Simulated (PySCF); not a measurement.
K, doublet; PySCF with R2SCAN/def2-SVPD.

PySCF was given this input:
```python
from pyscf import gto, scf, dft

mol = gto.M(
    atom='''
K     0.00000000    0.00000000    0.00000000
''',
    basis='def2-svpd',
    spin=1,
    verbose=4,
)

mf = dft.UKS(mol)
mf.xc = 'r2scan'
mf.grids.atom_grid = (99, 590)
mf.grids.prune = None
mf.kernel()
```

It wrote (shortened):

```
PySCF version 2.14.0

[INPUT] verbose = 4
[INPUT] num. atoms = 1
[INPUT] num. electrons = 19
[INPUT] charge = 0
[INPUT] spin (= nelec alpha-beta = 2S) = 1
[INPUT] symmetry False subgroup None
[INPUT] Mole.unit = angstrom
[INPUT] Symbol           X                Y                Z      unit          X                Y                Z       unit  Magmom
[INPUT]  1 K      0.000000000000   0.000000000000   0.000000000000 AA    0.000000000000   0.000000000000   0.000000000000 Bohr   0.0

nuclear repulsion = 0
number of shells = 11
number of NR pGTOs = 54
number of NR cGTOs = 27
basis = def2-svpd
ecp = {}

******** <class 'pyscf.dft.uks.UKS'> ********
method = UKS
initial guess = minao
damping factor = 0
level_shift factor = 0
DIIS = <class 'pyscf.scf.diis.CDIIS'>
diis_start_cycle = 1
diis_space = 8
diis_damp = 0
SCF conv_tol = 1e-09
SCF conv_tol_grad = None
SCF max_cycles = 50
direct_scf = True
direct_scf_tol = 1e-13
number electrons alpha = 10  beta = 9
XC library pyscf.dft.libxc version 7.1.2
    S. Lehtola, C. Steigemann, M. J. T. Oliveira, and M. A. L. Marques,  SoftwareX 7, 1–5 (2018)
XC functionals = r2scan
    J. W. Furness, A. D. Kaplan, J. Ning, J. P. Perdew, and J. Sun,  J. Phys. Chem. Lett. 11, 8208–8215 (2020)
    J. W. Furness, A. D. Kaplan, J. Ning, J. P. Perdew, and J. Sun,  J. Phys. Chem. Lett. 11, 9248–9248 (2020)
    J. W. Furness, A. D. Kaplan, J. Ning, J. P. Perdew, and J. Sun,  J. Phys. Chem. Lett. 11, 8208–8215 (2020)
    J. W. Furness, A. D. Kaplan, J. Ning, J. P. Perdew, and J. Sun,  J. Phys. Chem. Lett. 11, 9248–9248 (2020)
radial grids:
    Treutler-Ahlrichs [JCP 102, 346 (1995); DOI:10.1063/1.469408] (M4) radial grids

becke partition: Becke, JCP 88, 2547 (1988); DOI:10.1063/1.454033
pruning grids: None
grids dens level: 3
symmetrized grids: False
atomic radii adjust function: <function treutler_atomic_radii_adjust>
User specified grid scheme (99, 590)
small_rho_cutoff = 0
Set gradient conv threshold to 3.16228e-05
tot grids = 58416
init E= -599.751745895842

cycle= 1 E= -599.795281233057  delta_E= -0.0435  |g|= 0.00823  |ddm|= 0.741
cycle= 2 E= -599.79564242605  delta_E= -0.000361  |g|= 0.00159  |ddm|= 0.254
cycle= 3 E= -599.795650623391  delta_E= -8.2e-06  |g|= 0.000186  |ddm|= 0.0352
cycle= 4 E= -599.795650812961  delta_E= -1.9e-07  |g|= 2.22e-05  |ddm|= 0.00632
cycle= 5 E= -599.795650817202  delta_E= -4.24e-09  |g|= 1.12e-06  |ddm|= 0.0011
cycle= 6 E= -599.795650817207  delta_E= -4.55e-12  |g|= 9.46e-09  |ddm|= 3.04e-05
Extra cycle  E= -599.795650817206  delta_E= 1.02e-12  |g|= 1.86e-09  |ddm|= 3.46e-07
converged SCF energy = -599.795650817206  <S^2> = 0.7501728  2S+1 = 2.0001728
```
